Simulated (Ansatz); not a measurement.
Reaction (ligand exchange at the In–C bond): `CC(C)(C)[CH2][In]([Cl])[Cl]` + `N=C=O` → `O=C=[N][In]([Cl])[Cl]` + `CC(C)(C)C`

Isolated molecules relaxed with PBE0-D4/def2-TZVP in Ansatz; ΔE leaves out vibrations. CBS: MP2 limit from def2 TZ/QZ plus the TZ coupled-cluster correction, frozen cores. This one scheme is used for every species. DFT in def2-TZVPP. Elements past krypton have def2 core potentials. For In outer-core shells are correlated without core-valence functions, which leaves a few kJ/mol of doubt a bond. Each species was taken in one conformer, which may not be the lowest.

`CC(C)(C)[CH2][In]([Cl])[Cl]`:

Cartesian coordinates in Å:
```
C 0.069 0.536 1.920
C 0.163 0.038 0.475
C 0.163 -1.488 0.469
C 1.453 0.557 -0.152
C -1.050 0.573 -0.284
In -1.167 0.034 -2.356
Cl -2.888 0.772 -3.743
Cl 0.306 -1.311 -3.564
H 0.069 1.628 1.960
H 0.919 0.178 2.507
H -0.846 0.180 2.400
H 0.992 -1.877 1.066
H 0.279 -1.886 -0.544
H -0.765 -1.884 0.891
H 1.464 1.650 -0.185
H 1.584 0.179 -1.171
H 2.323 0.233 0.426
H -1.081 1.666 -0.271
H -1.987 0.222 0.158
```

`N=C=O`:

```xyz
4

N     0.749    0.020    0.159
C    -0.459   -0.021    0.176
O    -1.608   -0.065    0.333
H     1.317    0.067   -0.668
```

`O=C=[N][In]([Cl])[Cl]`:

Cartesian coordinates in Å:
```
O -1.035 2.729 -0.280
C -0.953 1.570 -0.216
N -0.955 0.364 -0.162
In 0.460 -1.028 0.116
Cl -0.167 -3.226 0.128
Cl 2.649 -0.410 0.414
```

`CC(C)(C)C`:

Cartesian coordinates in Å:
```
C 0.886 0.771 -0.975
C 0.000 0.000 0.000
C 0.808 -1.125 0.641
C -1.189 -0.592 -0.752
C -0.505 0.946 1.085
H 1.748 1.206 -0.462
H 1.262 0.116 -1.766
H 0.332 1.585 -1.449
H 0.196 -1.696 1.346
H 1.667 -0.728 1.189
H 1.184 -1.819 -0.115
H -1.843 -1.150 -0.076
H -0.855 -1.277 -1.537
H -1.786 0.193 -1.223
H -1.144 0.419 1.800
H -1.089 1.764 0.653
H 0.328 1.387 1.641
```

CCSD(T)/CBS gives -49.0 kJ/mol.

Another level gave -51.7 kJ/mol. Which?
A. r2SCANh/def2-TZVPP
B. LC-ωPBE/def2-TZVPP
C. r2SCAN-D4/def2-TZVPP
D. revPBE-D4/def2-TZVPP

A. r2SCANh -51.7, LC-ωPBE -60.7, r2SCAN-D4 -47.1, revPBE-D4 -39.8 kJ/mol.

Largest T1 diagnostic among the species: 0.018.

From BLYP to BHLYP (50 % exact exchange), in def2-TZVPP and without D4, ΔE moves by −15.3 kJ/mol. At CCSD(T), def2-SVP lies −11.1 kJ/mol from the extrapolated value and def2-TZVPP −1.7 kJ/mol. Leaving LDA and LC-ωPBE aside and taking each functional with its dispersion term where it has one, the values, not all of them listed here, spread over 21.3 kJ/mol, from BHLYP-D4 to PBE-D4. LDA lies +16.8 kJ/mol from PBE without D4.

CCSD(T)/CBS has its own doubt, a few kJ/mol and more with outer-core shells, so smaller differences from it don't rank the levels.
